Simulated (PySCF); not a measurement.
Structure problem from calculated spectra and properties.

Formula: C3H3BF2.

* 1H NMR: chemical shifts (computed TMS as zero) by class: 2.00 (3 H) ppm [GIAO B97-2/pcSseg-2]
* UV, first state: lowest singlet excitation: 5.03 eV (247 nm, f = 0.000) [TDDFT B3LYP/def2-SVPD]
* Dipole: 3.29 D [B3LYP/def2-SVPD]
* 13C NMR: chemical shifts (computed TMS as zero) by class: 110.0 (1 C), 78.7 (1 C), 5.8 (1 C) ppm [GIAO B97-2/pcSseg-2]
* NMR, other nuclei: isotropic shieldings of nuclei other than C and H, by class: 86 (1 B), 257 (2 F) ppm [GIAO B97-2/pcSseg-2]
* Rotational structure: rotational constants A, B, C: 9.846, 1.576, 1.371 GHz [PBE0-D3(BJ)/def2-SVP]
* Valence photoelectron: vertical ionisation energy: 10.61 eV [ΔSCF B3LYP/def2-SVPD]
* Polarisability: 50.8 au [B3LYP/def2-SVPD]

Electronic properties: PySCF, gas phase, density fitting. Levels stand in brackets. Geometry: PBE0-D3(BJ)/def2-SVP; no solvent, vibrations or thermal averaging. Each NMR value is the plain mean over a class of atoms that symmetry, rotation or inversion makes alike.

Question: What is the compound? Reason from the data.

Answer: Numbering: `[CH3:1][C:2]#[C:3][B:4]([F:5])[F:6]`. 3 carbons fall into 3 classes; from least to most shielded: alkyne carbon [C2] (110.0 ppm), alkyne carbon [C3] (78.7 ppm), propargylic carbon [C1] (5.8 ppm). All hydrogens form one class (2.00 ppm): methyl hydrogen. The other shieldings belong to: 86 ppm, three-coordinate boron [B4]; 257 ppm, boron-bound fluorine [F5/F6]. S1 is mainly HOMO→LUMO (weight 0.99); the largest Löwdin shares of the orbital it empties are 0.41 on an alkyne carbon, 0.39 on an alkyne carbon and 0.08 on the propargylic carbon, of the orbital it fills 0.27 on the three-coordinate boron, 0.23 on an alkyne carbon, 0.21 on an alkyne carbon and 0.09 on a boron-bound fluorine. By its constants the optimised geometry is an asymmetric top. Structure: `CC#CB(F)F`. Computed isomers that give other values at the same levels: `FB(F)C1C=C1` (lowest singlet excitation: 5.70 eV (217 nm, f = 0.015)). The assignments are read from this structure; whether some other isomer fits the data as well wasn't checked.
